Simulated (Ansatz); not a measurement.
# A geometry optimisation of BH10NSi3 with r2SCAN-D4/def2-SVP

The starting geometry of this gas-phase singlet was optimised with GFN2-xTB; its bonds are those of `B[SiH2][SiH2][SiH2]N`.

```yaml
atoms:
  - { symbol: B, position_ang: [-0.1304, -1.7518, -1.2418] }
  - { symbol: N, position_ang: [0.3544, 1.7424, -1.9747] }
  - { symbol: Si, position_ang: [-0.8329, -1.2660, 0.4927] }
  - { symbol: Si, position_ang: [0.0338, 0.8381, 1.0772] }
  - { symbol: Si, position_ang: [-0.2085, 2.4881, -0.5174] }
  - { symbol: H, position_ang: [-0.6849, -1.4672, -2.2316] }
  - { symbol: H, position_ang: [0.9143, -2.2720, -1.3552] }
  - { symbol: H, position_ang: [-0.5241, -2.1906, 1.6029] }
  - { symbol: H, position_ang: [-2.3012, -1.1433, 0.5973] }
  - { symbol: H, position_ang: [1.4639, 0.6809, 1.4151] }
  - { symbol: H, position_ang: [-0.5387, 1.3010, 2.3514] }
  - { symbol: H, position_ang: [0.4700, 3.7672, -0.2243] }
  - { symbol: H, position_ang: [-1.5912, 2.8485, -0.8480] }
  - { symbol: H, position_ang: [0.1950, 2.2150, -2.8495] }
  - { symbol: H, position_ang: [1.2769, 1.3380, -1.9860] }
```

Predict what becomes of its bonds when it is optimised with r2SCAN-D4/def2-SVP.

A new bond forms, giving a structure given below by its coordinates. Contacts that close: B1–N2 (3.60 → 1.64 Å).

The energy falls by 1.60 eV over 33 steps:

```csv
step,E − E(last) (eV)
1,1.601
5,1.129
8,0.417
12,0.119
15,0.095
19,0.035
22,0.019
26,0.003
29,0.000
33,0.000
```

Final geometry (Å):

```tsv
atom	x (Å)	y (Å)	z (Å)
B	-0.5749	-0.5191	-1.5087
N	0.4443	0.7521	-1.7189
Si	-0.3270	-1.1479	0.4116
Si	-0.3444	0.9657	1.4725
Si	0.1007	2.1348	-0.5198
H	-1.7092	-0.0650	-1.6125
H	-0.3209	-1.3510	-2.3654
H	1.0005	-1.7623	0.7740
H	-1.3925	-2.0140	1.0085
H	0.6843	1.3271	2.4984
H	-1.6827	1.4362	1.9497
H	1.3031	3.0230	-0.5987
H	-1.0474	2.8411	-1.1566
H	0.3490	1.0809	-2.6850
H	1.4134	0.4267	-1.6411
```

No frequencies were run, so the end isn't proven a minimum. Run with Ansatz 0.2.0, 3.2 min on 2 threads of Intel(R) Xeon(R) Processor @ 2.50GHz (Skylake/Cascade Lake), with other jobs on the host.
